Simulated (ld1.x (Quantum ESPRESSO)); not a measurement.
**Se (Z = 34): what ld1.x (Quantum ESPRESSO) 7.5 does with a changed input**

Command:

```bash
ld1.x < Se.in > Se.out
```

Input:

```
&input
   title='Se', zed=34., rel=1, dft='PBE', iswitch=3, beta=1.5,
   config='[Ar] 3d10 4s1.5 4p4.5',
   nld=2, rlderiv=1.95, eminld=-3.0, emaxld=5.0, deld=0.02
 /
 &inputp
   pseudotype=3, tm=.true., lloc=-2, rcloc=1.45,
   nlcc=.false.,
   file_pseudopw='Se.UPF', file_wfcaegen='ae.wfc', file_wfcncgen='nc.wfc', file_beta='beta', file_chi='chi', file_wfcusgen='us.wfc'
 /
4
4S  1  0   1.50   0.00  1.30  1.40  0.0
4S  1  0   0.00  -0.85  1.30  1.40  0.0
4P  2  1   4.50   0.00  1.40  1.80  0.0
4P  2  1   0.00  -0.10  1.40  1.80  0.0
 &test
   configts(1)='4s1.5 4p4.5'
 /
```

This is an input that runs to its end, with one change: mixing beta=1.5.

Question: How does the run end?

Answer: The program runs through. The occupied levels of the test differ from the all-electron ones by at most 0.00001 Ry (unchanged input: 0.00001 Ry).

```
     eps = 5.3E-16  iter =  4

     Etot =   -4859.532951 Ry,   -2429.766476 Ha,  -66117.314054 eV
     Etotps =   -18.237257 Ry,      -9.118629 Ha,    -248.130522 eV

     Ekin =       6.947707 Ry,       3.473854 Ha,      94.528371 eV
     Encl =     -38.701420 Ry,     -19.350710 Ha,    -526.559641 eV
     Ehrt =      15.143473 Ry,       7.571737 Ha,     206.037452 eV
     Ecxc =      -3.802972 Ry,      -1.901486 Ha,     -51.742075 eV
     Epseu=       2.175955 Ry,       1.087977 Ha,      29.605371 eV

     ---------------------- End of pseudopotential test ----------------------
```
